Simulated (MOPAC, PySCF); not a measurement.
H4SSi2, SMILES `[SiH3][Si]S` (lower singlet; Si–Si–S–H torsion 180°), neutral singlet in the gas phase. This singlet lies 1.17 eV below the relaxed triplet at the level frozen-core CCSD(T)/cc-pVTZ // PBE0-D3(BJ)/def2-TZVP (Ansatz).

Z-matrix (Å, degrees):
```
Si
H 1 1.4903
H 1 1.4920 2 108.51
H 1 1.4920 2 108.51 3 115.96
Si 1 2.3978 2 115.68 3 -122.02
S 5 2.1142 1 91.54 2 -0.20
H 6 1.3488 5 98.35 1 -179.99
```
Charge 0, multiplicity 1.

All levels are single points at this geometry (PBE0-D3(BJ)/def2-TZVP); Pople sets use spherical d functions. Orbital energies aren't observables, and empty levels follow the basis.

```csv
level,HOMO (eV),LUMO (eV),gap (eV),dipole (D),"vertical IE, Delta-SCF (eV)"
PBE0-D3(BJ)/def2-TZVP in PySCF,-6.52,-2.73,3.79,1.00,–
B3LYP/6-31G* in PySCF,-6.29,-2.82,3.47,1.04,8.46
B3LYP/LANL2DZ in PySCF,-6.37,-3.05,3.32,1.01,–
M06-2X/6-31G* in PySCF,-7.42,-1.91,5.51,1.06,–
HF/STO-3G in PySCF,-5.62,5.63,11.26,1.64,–
PM3 in MOPAC,-8.35,-2.22,6.13,1.18,–
```
